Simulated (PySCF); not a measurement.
# Stationary points of ScH₂⁺

Level of theory: PBE0 in PySCF with Sc def2-TZVP, H def2-TZVP; no relativity; density-fitted integrals.

Relaxations began from a few typed shapes. The search is not exhaustive: other isomers or separated fragments can lie lower, and high-lying points may rest on an excited occupation.

```
   spin  group              bonds         angles  imaginary modes (cm⁻¹)  ΔE (kJ/mol)  ΔE with ZPE (kJ/mol)
singlet    C2v  Sc–H 1.726 Å (×2)  H–Sc–H 108.3°                    none          0.0                   0.0
singlet    D∞h  Sc–H 1.816 Å (×2)  H–Sc–H 180.0°            1564i, 1564i        129.0                     –
```

The lowest minimum found is the singlet C2v: Sc–H 1.726 Å (×2); H–Sc–H 108.3°.

Formally Sc is in oxidation state +3, d0. A d0 centre has no lone pair, yet it is C2v rather than linear: covalent bonding through the d orbitals favours lower symmetry. The polar-tensor charge on Sc, 1.66, is far below the formal one.

For the lowest minimum: stability towards spin polarisation was not tested.
